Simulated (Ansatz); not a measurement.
`C#[C][GeH3]` + `CSS` → `CS[S][GeH3]` + acetylene at 298.15 K and 1 bar (ligand exchange at a Ge–C bond).

Gas-phase electronic energies from Ansatz, PBE0-D4/def2-TZVP geometries. CCSD(T)/CBS is the MP2 limit (def2-TZVPP, def2-QZVPP) plus CCSD(T) − MP2 in def2-TZVPP, frozen cores. This one scheme is used for every species. For Ge outer-core shells are correlated without core-valence functions, which leaves a few kJ/mol of doubt a bond. Scalar relativity is left out up to krypton. Each species was taken in one conformer, which may not be the lowest.

```tsv
species	CCSD(T)/CBS energy (Eh)	H − E (kJ/mol)	S (J/(mol·K))
`C#[C][GeH3]`	-2154.54588	125.2	281.0
`CSS`	-836.00794	141.3	294.2
`CS[S][GeH3]`	-2913.33841	189.8	364.5
`C#C`	-77.22717	80.8	200.2
```

H − E and S are ideal-gas, rigid-rotor, harmonic terms from PBE0-D4/def2-TZVP, for one conformer and one mirror image of each species. 1 Eh = 2625.50 kJ/mol, R = 8.31446 J/(mol·K).

Question: By hand: ΔE, ΔH, ΔS and ΔG.

Answer: ΔE = (-2913.33841) + (-77.22717) − (-2154.54588) − (-836.00794) = -0.01176 Eh = -30.9 kJ/mol. Δ(H − E) = 189.8 + 80.8 − 125.2 − 141.3 = 4.1, so ΔH = -26.8 kJ/mol. ΔS = 364.5 + 200.2 − 281.0 − 294.2 = -10.5 J/(mol·K). ΔG = -26.8 − 298.15 × (-10.5)/1000 = -23.7 kJ/mol.

Question: By hand: the equilibrium constant, and the temperature at which ΔG would vanish if ΔH and ΔS stayed fixed.

Answer: log₁₀ K = −ΔG/(RT ln 10) = 4.2. ΔG = 0 at ΔH/ΔS = 2552 K, far beyond where these terms or the molecules hold.

The number of gas molecules stays the same, so ΔS is small and ΔH decides. A doubt of 5 kJ/mol in ΔE shifts log₁₀ K by 0.9 here. Other conformers and mirror images would add mixing entropy, several J/(mol·K) or more a flexible species. These are equilibria of isolated gas molecules and say nothing of rates. Largest T1 diagnostic: 0.013 (customary marks: 0.02 for closed shells, 0.045 for open ones).
